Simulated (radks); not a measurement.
Values are calculated unless marked as measured or tabulated.
These are the eigenvalues of the occupied orbitals of an atom or ion with whole-number occupations (hartree). Code: a radial shooting solver on a logarithmic mesh with Libxc functionals. Model: scalar-relativistic Kohn-Sham, LDA (Slater exchange, Perdew-Wang correlation), spin-polarised, spherical densities, finite nucleus; Fermi nuclear charge, rms radius of each element as measured or else 0.836 A^(1/3) + 0.57 fm.

| orbital | eigenvalue |
|---|---|
| 1s | -1214.202 |
| 2s | -190.5237 |
| 2p | -171.4626 |
| 3s | -41.14391 |
| 3p | -34.96383 |
| 3d | -25.67803 |
| 4s | -9.95999 |
| 4p | -8.00908 |
| 4d | -5.14395 |

Which element is it, and in what charge state? The configuration may be excited. Open shells, if any, are filled with parallel spins first.

Answer. Z = 53, iodine, charge +7: I7+ in [Kr] 4d10. The list shows which subshells hold electrons but not how many an open one holds; the 1s level, -1214.2 hartree, gives Z - s = 49.3 by -(Z - s)^2/2, which with screening and relativity narrows Z to a few neighbours, and the depths of the outer levels then fix element, charge and occupations together.
